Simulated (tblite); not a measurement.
Record of a relaxation.

C₅H₇BBrF.
Atom-mapped SMILES: `[F:1][B:2]([Br:3])[C@@H:4]1[CH:5]=[CH:6][CH2:7][CH2:8]1` (hydrogens: H9 on C4; H10 on C5; H11 on C6; H12, H13 on C7; H14, H15 on C8)

Computed with GFN2-xTB (tblite), gas phase: L-BFGS steps from a force-field or distance-geometry start until the largest atomic force falls under 0.01 eV/Å. 14 of its 67 geometries are shown.

Step 0: E = -663.0378 eV, largest atomic force 3.584 eV/Å
```
atom  x, y, z in Å  |  force x, y, z in eV/Å
F1      3.353   -0.320   -0.196   -3.156   1.561  -0.671
B2      2.016    0.230   -0.406    2.408  -0.209   0.078
Br3     1.823    1.996   -1.303    0.372  -1.613   0.808
C4      0.741   -0.577    0.116    1.635  -0.571   0.599
C5     -0.198   -0.852   -0.993   -0.908  -0.214  -0.999
C6     -1.380   -0.280   -0.821    0.161  -0.141  -0.388
C7     -1.443    0.487    0.451   -0.755   0.288   0.466
C8     -0.095    0.214    1.144   -0.379   0.119   0.608
H9      1.078   -1.553    0.567   -0.138   0.685  -0.322
H10     0.046   -1.442   -1.873    0.189   0.113   0.376
H11    -2.191   -0.346   -1.536    0.065   0.095   0.301
H12    -2.297    0.121    1.076    0.522   0.496  -0.428
H13    -1.567    1.568    0.245   -0.144  -0.487   0.144
H14     0.381    1.162    1.456   -0.144  -0.502  -0.109
H15    -0.271   -0.402    2.051    0.272   0.380  -0.465
```

Step 5: E = -663.5612 eV, largest atomic force 0.302 eV/Å
```
atom  x, y, z in Å  |  force x, y, z in eV/Å
F1      3.253   -0.242   -0.236   -0.032   0.106  -0.075
B2      2.033    0.234   -0.398    0.039  -0.262   0.146
Br3     1.861    1.883   -1.246    0.049   0.207  -0.088
C4      0.774   -0.576    0.116   -0.158  -0.141   0.071
C5     -0.202   -0.850   -1.007    0.134  -0.120  -0.143
C6     -1.374   -0.278   -0.828   -0.184   0.067  -0.036
C7     -1.450    0.488    0.453   -0.028   0.016  -0.008
C8     -0.101    0.210    1.140   -0.028   0.017   0.072
H9      1.085   -1.531    0.557    0.073   0.008  -0.023
H10     0.068   -1.447   -1.863    0.115  -0.006   0.059
H11    -2.200   -0.337   -1.517   -0.009   0.038   0.091
H12    -2.289    0.150    1.064   -0.018   0.048  -0.014
H13    -1.584    1.552    0.253   -0.043   0.031  -0.012
H14     0.375    1.139    1.452    0.031   0.029  -0.017
H15    -0.253   -0.389    2.037    0.058  -0.039  -0.023
```

Step 10: E = -663.5696 eV, largest atomic force 0.051 eV/Å
```
atom  x, y, z in Å  |  force x, y, z in eV/Å
F1      3.253   -0.231   -0.245   -0.019  -0.016  -0.005
B2      2.026    0.226   -0.392    0.027   0.031  -0.029
Br3     1.870    1.889   -1.245   -0.009   0.024   0.016
C4      0.765   -0.585    0.120    0.020   0.005  -0.008
C5     -0.204   -0.855   -1.011    0.030  -0.034   0.023
C6     -1.376   -0.277   -0.831   -0.021  -0.007  -0.003
C7     -1.452    0.490    0.452    0.008  -0.010  -0.003
C8     -0.104    0.210    1.143    0.025  -0.029  -0.008
H9      1.092   -1.537    0.557   -0.026   0.002  -0.005
H10     0.088   -1.452   -1.860    0.009   0.011   0.040
H11    -2.209   -0.330   -1.509   -0.012   0.023   0.011
H12    -2.294    0.159    1.062   -0.023   0.007  -0.009
H13    -1.591    1.555    0.251    0.010   0.003  -0.014
H14     0.378    1.139    1.448   -0.004  -0.022  -0.013
H15    -0.247   -0.394    2.038   -0.014   0.011   0.009
```

Step 15: E = -663.5704 eV, largest atomic force 0.026 eV/Å
```
atom  x, y, z in Å  |  force x, y, z in eV/Å
F1      3.252   -0.232   -0.250    0.002  -0.006  -0.017
B2      2.026    0.228   -0.395   -0.009   0.011  -0.002
Br3     1.870    1.896   -1.241   -0.006   0.001   0.023
C4      0.766   -0.585    0.120   -0.005   0.002   0.007
C5     -0.204   -0.859   -1.008   -0.008   0.006  -0.013
C6     -1.376   -0.279   -0.830    0.001   0.001   0.004
C7     -1.452    0.489    0.451   -0.003   0.006   0.003
C8     -0.104    0.207    1.142   -0.013   0.014   0.011
H9      1.090   -1.537    0.556    0.015  -0.007   0.004
H10     0.094   -1.454   -1.854   -0.002  -0.023  -0.013
H11    -2.212   -0.325   -1.506    0.005  -0.010  -0.006
H12    -2.297    0.162    1.059    0.004   0.002   0.000
H13    -1.588    1.554    0.248    0.018  -0.001  -0.010
H14     0.379    1.136    1.446    0.006   0.011   0.008
H15    -0.248   -0.394    2.039   -0.004  -0.008   0.001
```

Step 20: E = -663.5714 eV, largest atomic force 0.049 eV/Å
```
atom  x, y, z in Å  |  force x, y, z in eV/Å
F1      3.245   -0.237   -0.273   -0.005   0.003  -0.026
B2      2.021    0.232   -0.397    0.011  -0.019   0.020
Br3     1.863    1.912   -1.215   -0.008   0.022   0.009
C4      0.765   -0.585    0.122    0.018  -0.017  -0.006
C5     -0.203   -0.862   -1.008    0.006  -0.031   0.037
C6     -1.376   -0.284   -0.828    0.009   0.008  -0.023
C7     -1.450    0.490    0.449    0.013   0.012  -0.026
C8     -0.106    0.207    1.146    0.023  -0.026  -0.024
H9      1.096   -1.536    0.556   -0.002   0.006   0.014
H10     0.096   -1.469   -1.847   -0.024   0.030   0.014
H11    -2.212   -0.325   -1.504   -0.003  -0.029  -0.010
H12    -2.301    0.171    1.054    0.015   0.032   0.002
H13    -1.570    1.553    0.234   -0.035   0.027   0.009
H14     0.381    1.135    1.448   -0.030  -0.022   0.018
H15    -0.255   -0.395    2.041    0.012   0.005  -0.007
```

Step 25: E = -663.5782 eV, largest atomic force 0.127 eV/Å
```
atom  x, y, z in Å  |  force x, y, z in eV/Å
F1      3.207   -0.263   -0.441   -0.002   0.066  -0.033
B2      1.995    0.253   -0.401    0.064  -0.029  -0.106
Br3     1.815    2.011   -1.039    0.019  -0.053   0.034
C4      0.770   -0.593    0.137   -0.028   0.022   0.031
C5     -0.201   -0.908   -0.985   -0.047   0.058  -0.006
C6     -1.366   -0.305   -0.835    0.000  -0.014   0.092
C7     -1.428    0.512    0.419   -0.011   0.015   0.024
C8     -0.108    0.194    1.150   -0.090   0.061   0.010
H9      1.135   -1.530    0.571   -0.024  -0.013   0.045
H10     0.087   -1.543   -1.804    0.036  -0.002   0.005
H11    -2.207   -0.360   -1.507    0.079  -0.027   0.033
H12    -2.301    0.258    1.026    0.038   0.037  -0.064
H13    -1.493    1.574    0.162   -0.029  -0.043   0.043
H14     0.371    1.115    1.483    0.052  -0.020  -0.025
H15    -0.282   -0.408    2.043   -0.057  -0.059  -0.084
```

Step 30: E = -663.5889 eV, largest atomic force 0.132 eV/Å
```
atom  x, y, z in Å  |  force x, y, z in eV/Å
F1      3.162   -0.263   -0.636   -0.101   0.071  -0.048
B2      1.972    0.266   -0.428    0.075  -0.029   0.014
Br3     1.779    2.087   -0.840    0.056  -0.033  -0.046
C4      0.775   -0.596    0.154    0.025   0.006   0.001
C5     -0.196   -0.947   -0.959    0.015   0.004   0.030
C6     -1.356   -0.331   -0.824    0.018   0.010  -0.028
C7     -1.408    0.540    0.392   -0.003   0.008   0.001
C8     -0.118    0.188    1.155    0.030  -0.011  -0.002
H9      1.166   -1.519    0.599   -0.042   0.021   0.031
H10     0.090   -1.618   -1.752    0.007   0.034   0.023
H11    -2.188   -0.403   -1.501   -0.024  -0.024   0.001
H12    -2.304    0.359    0.985   -0.015  -0.033   0.018
H13    -1.421    1.592    0.095    0.015   0.000  -0.007
H14     0.374    1.090    1.517    0.009  -0.006   0.049
H15    -0.331   -0.438    2.021   -0.065  -0.018  -0.037
```

Step 36: E = -663.5962 eV, largest atomic force 0.086 eV/Å
```
atom  x, y, z in Å  |  force x, y, z in eV/Å
F1      3.123   -0.249   -0.775   -0.056  -0.051   0.004
B2      1.965    0.275   -0.435   -0.016   0.025  -0.045
Br3     1.786    2.118   -0.755    0.019   0.000  -0.026
C4      0.782   -0.591    0.171    0.006   0.014   0.003
C5     -0.188   -0.962   -0.937    0.055   0.003  -0.043
C6     -1.346   -0.338   -0.823   -0.011  -0.034   0.020
C7     -1.397    0.557    0.375    0.012   0.026  -0.007
C8     -0.126    0.185    1.158   -0.007  -0.019   0.041
H9      1.169   -1.507    0.632    0.033   0.012  -0.016
H10     0.100   -1.646   -1.716    0.016  -0.009  -0.013
H11    -2.183   -0.439   -1.492    0.007   0.017  -0.005
H12    -2.301    0.402    0.966    0.008   0.009  -0.023
H13    -1.381    1.603    0.058   -0.011   0.025  -0.002
H14     0.375    1.064    1.562   -0.049   0.024   0.037
H15    -0.386   -0.464    1.991   -0.004  -0.041   0.075
```

Step 41: E = -663.6029 eV, largest atomic force 0.087 eV/Å
```
atom  x, y, z in Å  |  force x, y, z in eV/Å
F1      3.049   -0.258   -0.913   -0.085   0.007   0.016
B2      1.944    0.294   -0.454    0.024  -0.016  -0.019
Br3     1.805    2.153   -0.681    0.016  -0.020  -0.015
C4      0.787   -0.580    0.191   -0.001  -0.008   0.014
C5     -0.169   -0.974   -0.926   -0.043  -0.020   0.062
C6     -1.333   -0.355   -0.820    0.026   0.060  -0.011
C7     -1.378    0.572    0.356   -0.034  -0.028   0.042
C8     -0.139    0.174    1.177   -0.004   0.021  -0.010
H9      1.193   -1.488    0.649    0.050   0.001  -0.002
H10     0.123   -1.681   -1.683    0.015   0.040   0.007
H11    -2.175   -0.461   -1.482    0.048  -0.014  -0.021
H12    -2.295    0.453    0.932   -0.066   0.021   0.005
H13    -1.333    1.612    0.017    0.037  -0.049   0.025
H14     0.348    1.041    1.623   -0.014  -0.006  -0.012
H15    -0.433   -0.494    1.990    0.032   0.013  -0.080
```

Step 46: E = -663.6071 eV, largest atomic force 0.045 eV/Å
```
atom  x, y, z in Å  |  force x, y, z in eV/Å
F1      2.995   -0.268   -0.988    0.006  -0.011  -0.022
B2      1.929    0.302   -0.467   -0.018  -0.007   0.022
Br3     1.824    2.165   -0.655   -0.001   0.005  -0.007
C4      0.791   -0.572    0.206   -0.001   0.000   0.004
C5     -0.162   -0.982   -0.908    0.002   0.012   0.009
C6     -1.322   -0.355   -0.817   -0.019  -0.037   0.010
C7     -1.376    0.577    0.354   -0.001  -0.004  -0.016
C8     -0.148    0.171    1.187   -0.004  -0.016  -0.002
H9      1.218   -1.473    0.660    0.007   0.025   0.025
H10     0.139   -1.686   -1.664   -0.001   0.016   0.008
H11    -2.158   -0.475   -1.483    0.003   0.016  -0.042
H12    -2.306    0.481    0.916    0.008   0.001  -0.003
H13    -1.303    1.609    0.004    0.000   0.024   0.021
H14     0.328    1.030    1.658    0.011   0.003  -0.031
H15    -0.456   -0.515    1.976    0.006  -0.027   0.025
```

Step 51: E = -663.6080 eV, largest atomic force 0.025 eV/Å
```
atom  x, y, z in Å  |  force x, y, z in eV/Å
F1      2.981   -0.272   -1.006   -0.005  -0.001  -0.006
B2      1.925    0.303   -0.468   -0.002  -0.002  -0.012
Br3     1.829    2.167   -0.654   -0.005   0.000   0.003
C4      0.791   -0.571    0.210   -0.001  -0.005  -0.002
C5     -0.160   -0.982   -0.903    0.005  -0.007  -0.007
C6     -1.322   -0.359   -0.816    0.015   0.018  -0.009
C7     -1.376    0.576    0.353   -0.002  -0.002   0.006
C8     -0.152    0.167    1.190    0.001   0.002   0.000
H9      1.225   -1.466    0.668   -0.007   0.000   0.011
H10     0.144   -1.683   -1.660    0.003  -0.009  -0.006
H11    -2.152   -0.474   -1.492    0.012   0.010  -0.002
H12    -2.308    0.486    0.912   -0.004  -0.005   0.008
H13    -1.296    1.611    0.006   -0.007  -0.012   0.002
H14     0.325    1.027    1.660    0.000   0.003   0.004
H15    -0.458   -0.523    1.976   -0.001   0.012   0.011
```

Step 56: E = -663.6084 eV, largest atomic force 0.027 eV/Å
```
atom  x, y, z in Å  |  force x, y, z in eV/Å
F1      2.970   -0.275   -1.020   -0.007   0.000  -0.010
B2      1.921    0.302   -0.472    0.006  -0.003   0.006
Br3     1.829    2.168   -0.652   -0.009  -0.006   0.002
C4      0.790   -0.572    0.214    0.002   0.001   0.015
C5     -0.157   -0.984   -0.902    0.000   0.004   0.012
C6     -1.317   -0.356   -0.819   -0.007  -0.010   0.008
C7     -1.377    0.574    0.354    0.009   0.003  -0.002
C8     -0.153    0.166    1.192    0.004   0.007   0.005
H9      1.226   -1.463    0.677    0.000  -0.019  -0.009
H10     0.148   -1.686   -1.659    0.001   0.008   0.007
H11    -2.144   -0.468   -1.498    0.001   0.008  -0.006
H12    -2.309    0.485    0.913    0.005  -0.022  -0.015
H13    -1.296    1.609    0.009   -0.008   0.015   0.000
H14     0.323    1.027    1.661    0.001   0.003  -0.002
H15    -0.459   -0.521    1.982    0.002   0.010  -0.011
```

Step 61: E = -663.6090 eV, largest atomic force 0.023 eV/Å
```
atom  x, y, z in Å  |  force x, y, z in eV/Å
F1      2.960   -0.278   -1.037   -0.009  -0.010  -0.003
B2      1.917    0.296   -0.473    0.011  -0.004   0.011
Br3     1.822    2.162   -0.654   -0.010  -0.008   0.004
C4      0.791   -0.576    0.222    0.000   0.001  -0.011
C5     -0.152   -0.984   -0.899    0.001   0.007  -0.006
C6     -1.311   -0.352   -0.822    0.010   0.019  -0.009
C7     -1.376    0.573    0.355   -0.005   0.002   0.001
C8     -0.151    0.170    1.194    0.000  -0.004   0.000
H9      1.222   -1.469    0.688    0.001   0.010  -0.013
H10     0.153   -1.683   -1.658    0.009   0.000   0.011
H11    -2.131   -0.451   -1.511    0.000  -0.010   0.008
H12    -2.308    0.467    0.910   -0.004   0.004  -0.002
H13    -1.307    1.611    0.017   -0.004  -0.005   0.004
H14     0.325    1.032    1.659    0.005   0.009  -0.009
H15    -0.459   -0.511    1.988   -0.004  -0.009   0.014
```

Step 66: E = -663.6092 eV, largest atomic force 0.008 eV/Å
```
atom  x, y, z in Å  |  force x, y, z in eV/Å
F1      2.953   -0.282   -1.046    0.000  -0.003  -0.001
B2      1.917    0.294   -0.473    0.001   0.001  -0.003
Br3     1.818    2.160   -0.651    0.002   0.003   0.001
C4      0.792   -0.576    0.225    0.000   0.003   0.005
C5     -0.150   -0.983   -0.898    0.003   0.004  -0.004
C6     -1.307   -0.348   -0.825   -0.005  -0.002   0.001
C7     -1.376    0.573    0.355    0.003   0.001   0.003
C8     -0.152    0.170    1.196    0.000   0.001   0.001
H9      1.223   -1.470    0.688   -0.005  -0.004   0.003
H10     0.158   -1.683   -1.655    0.004   0.000  -0.004
H11    -2.127   -0.448   -1.514   -0.003  -0.007  -0.001
H12    -2.309    0.464    0.908   -0.001  -0.001  -0.001
H13    -1.310    1.612    0.020    0.002   0.003   0.006
H14     0.325    1.035    1.657   -0.002  -0.005  -0.003
H15    -0.458   -0.510    1.992    0.002   0.007  -0.004
```

**Question.** Summarise the path.

**Answer.** The energy falls by 0.5714 eV from step 0 to step 66; nine tenths of that is first reached at step 5. It falls at every step. The largest force goes from 3.584 to 0.008 eV/Å. Among the bonds F1–B2 changes most, from 1.461 to 1.317 Å; the atoms move by 0.364 Å rms after alignment.

**Question.** Follow the three bonds and two angles with the largest change from start to end.

**Answer.** 
```
step  E above end (eV)  largest force (eV/Å)  F1–B2 (Å)  B2–Br3 (Å)  C4–C5 (Å)  B2–C4–C5 (°)  C6–C5–H10 (°)
   0            0.5714                 3.584      1.461       1.990      1.478         110.8          122.7
   3            0.0932                 0.806      1.316       1.923      1.521         111.6          124.5
   6            0.0450                 0.179      1.319       1.867      1.512         111.3          124.9
   9            0.0402                 0.091      1.316       1.877      1.513         111.1          126.0
  11            0.0393                 0.038      1.317       1.875      1.514         111.1          126.4
  14            0.0389                 0.025      1.317       1.876      1.513         111.1          126.4
  17            0.0386                 0.030      1.317       1.877      1.513         111.0          126.6
  20            0.0378                 0.049      1.317       1.875      1.514         110.9          126.8
  23            0.0351                 0.133      1.317       1.875      1.516         110.8          126.6
  26            0.0288                 0.142      1.317       1.879      1.516         110.7          126.4
  29            0.0229                 0.150      1.319       1.879      1.518         109.9          126.9
  32            0.0181                 0.084      1.316       1.877      1.517         109.6          126.6
  34            0.0160                 0.125      1.318       1.880      1.517         109.3          126.5
  37            0.0118                 0.086      1.318       1.878      1.520         109.1          126.8
  40            0.0078                 0.084      1.318       1.878      1.522         108.1          127.1
  43            0.0047                 0.104      1.319       1.879      1.521         106.8          127.0
  46            0.0021                 0.045      1.317       1.876      1.521         106.7          127.1
  49            0.0014                 0.028      1.317       1.876      1.520         106.4          127.0
  52            0.0012                 0.019      1.317       1.876      1.521         106.5          127.0
  55            0.0009                 0.022      1.317       1.876      1.521         106.2          127.1
  57            0.0007                 0.029      1.317       1.877      1.521         105.9          127.0
  60            0.0003                 0.027      1.317       1.877      1.521         105.4          126.9
  63            0.0001                 0.019      1.317       1.877      1.521         105.3          127.0
  66            0.0000                 0.008      1.317       1.876      1.521         105.2          127.0
```

The cost below is that of the whole relaxation. Hardware: an Arm Neoverse N1 with one thread, no GPU, on a shared host. Cost: 0.77 s wall.
